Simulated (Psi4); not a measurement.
H4F2Si2, singlet, geometry from GFN2-xTB. Base run: CCSD(T)/def2-SVP run with Psi4.

Input for Psi4:
```
memory 2 GB

molecule mol {
0 1
  Si   -1.141005    0.107067    0.073216
  F    -1.752393   -1.299340   -0.438637
  Si    1.141410   -0.113487   -0.054946
  F     1.751567    1.312418    0.401424
  H    -1.764116    1.081795   -0.819952
  H    -1.716157    0.249287    1.409435
  H     1.715177   -0.306869   -1.385174
  H     1.766852   -1.052024    0.874829
}

set basis def2-svp
set reference rhf
set freeze_core true

energy('ccsd(t)')
print_variables()
```

The base run was repeated with changes; each row names its change, and settings that it needs were set with it.

| change | ΔE vs base (kcal/mol) | MP2 correlation (Eh) | basis functions | core-seconds (rough) |
|---|---|---|---|---|
| base | 0.000 | -0.56204 | 84 | 30 |
| method = dlpno-mp2 | 31.48 | -0.56168 | 84 | 5 |
| method = mp3 | ? | -0.56174 | 84 | 4 |
| method = mp2 | 31.44 | -0.56174 | 84 | 4 |
| method = mp4 | -0.259 | -0.56204 | 84 | 20 |
| method = fno-ccsd(t) | 0.000 | -0.56204 | 84 | 30 |
| method = qcisd(t) | -0.364 | -0.56204 | 84 | 20 |
| method = ccsd | ? | -0.56204 | 84 | 20 |

Task: What belongs in the gaps?

Result: 
- method = mp3, ΔE vs base (kcal/mol): 14.79
- method = ccsd, ΔE vs base (kcal/mol): 6.30
